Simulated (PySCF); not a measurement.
C2H6B, SMILES [B](C)C, multiplicity 2.

The structure is a stationary point at PBE0-D3(BJ)/def2-TZVP. The isomer is the one that the SMILES or the coordinates give; other isomers of the formula were not compared.

The numbers are results of TDA-CAM-B3LYP/def2-SVPD (PySCF), not measurements.

Vertical excitations. The molecule is in vacuum.

```tsv
state	energy (eV)	λ (nm)	f	main pairs
root 1	1.84	674	0.006	α HOMO→LUMO 98 %
root 2	4.54	273	0.005	α HOMO→LUMO+1 97 %
root 3	5.59	222	0.043	α HOMO→LUMO+2 96 %
root 4	5.85	212	0.143	α HOMO→LUMO+3 94 %
root 5	6.43	193	0.000	α HOMO−1→LUMO 67 %, β HOMO→LUMO+1 26 %
root 6	6.46	192	0.000	α HOMO→LUMO+4 88 %
root 7	6.47	191	0.001	β HOMO→LUMO 88 %
root 8	6.68	186	0.032	α HOMO→LUMO+6 95 %
root 9	6.90	180	0.025	α HOMO→LUMO+5 98 %
root 10	7.09	175	0.001	α HOMO−1→LUMO 27 %, β HOMO→LUMO+1 70 %
```
Unrestricted roots are not spin-pure.
